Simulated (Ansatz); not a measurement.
Reaction (formal exchange of groups at the Si–O bond): `O[SiH2][S][GeH3]` + SiH₄ → `[SiH3][SiH2][S][GeH3]` + H₂O

Calculated with Ansatz (gas phase, PBE0-D4/def2-TZVP geometries, no zero-point term in ΔE). CBS: MP2 limit from def2 TZ/QZ plus the TZ coupled-cluster correction, frozen cores. This one scheme is used for every species. For Ge outer-core shells are correlated without core-valence functions, which leaves a few kJ/mol of doubt a bond. Scalar relativity is left out up to krypton. One conformer a species, not always the lowest.

```tsv
species	CCSD/CBS(def2) energy (Eh)
`O[SiH2][S][GeH3]`	-2841.80533
SiH₄	-291.45922
`[SiH3][SiH2][S][GeH3]`	-3056.85631
H₂O	-76.37179
```

Q: Work out ΔE.

A: ΔE = (-3056.85631) + (-76.37179) − (-2841.80533) − (-291.45922) = 0.03645 Eh = +0.99 eV. CCSD(T)/CBS gives +0.96 eV.

Largest T1 diagnostic among the species: 0.012.

In def2-TZVPP, CCSD(T) changes the Hartree–Fock value by −0.26 eV (the triples alone add −0.03 eV) and MP2 by −0.20 eV. The D4 term adds −0.08 eV with B3LYP and −0.05 eV with PBE0; it sums over pairs of atoms, weighted by their polarisabilities, and B3LYP, whose exchange is more repulsive, gets the larger term.

B3LYP here is the variant with VWN-RPA as its local correlation; programs differ in this.
